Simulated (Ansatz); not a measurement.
```xyz
6

O    -0.0224   -1.5928    0.7416
W    -0.0011   -0.0812    0.0378
Cl   -2.0874    0.7560    0.4586
Cl    0.7413    1.2913    1.7103
Cl    2.0993    0.0874   -0.8513
Cl   -0.7296   -0.4606   -2.0970
```

Total charge 0; spin multiplicity 1. W: def2 effective core potential.

(1) List the CAM-B3LYP/def2-TZVPP orbital energies in eV (Ansatz 0.2.0). (Estimate.)

## Answers

(1) Computed: Occupied: -2765.15, -2765.15, -2765.14, -2765.14, -525.17, -259.93, -259.93, -259.93, -259.93, -198.95, -198.95, -198.94, -198.94, -198.85, -198.85, -198.85, -198.85, -198.85, -198.85, -198.85, -198.85, -87.97, -51.25, -50.74, -50.73, -29.24, -25.70, -25.04, -24.91, -24.91, -14.91, -14.80, -14.80, -14.32, -14.24, -13.83, -12.67, -12.67, -12.12, -11.38, -11.38, -11.06, -11.00, -11.00, -10.28. Lowest empty: -3.96, -1.98, -1.97, -0.83, -0.53, 1.23, 3.49, 3.83.
